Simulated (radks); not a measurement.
Problem. These are the eigenvalues of the occupied orbitals of an atom or ion with whole-number occupations (eV). All-electron calculation, scalar-relativistic Kohn-Sham, PBE, spin-unpolarised, spherical densities, point nucleus. Program: a radial shooting solver on a logarithmic mesh with Libxc functionals.

orbital  eigenvalue
1s        -18839.95
2s        -2662.422
2p        -2380.636
3s        -470.3382
3p        -378.2250
3d        -227.6995
4s         -88.9400
4p         -64.6283
4d         -30.5955

Which element is it, and in what charge state? The configuration may be excited.

Solution. Z = 41, niobium, charge +3: Nb3+ in [Kr] 4d2. The list shows which subshells hold electrons but not how many an open one holds; the 1s level, -692.36 hartree, gives Z - s = 37.2 by -(Z - s)^2/2, which with screening and relativity narrows Z to a few neighbours, and the depths of the outer levels then fix element, charge and occupations together.
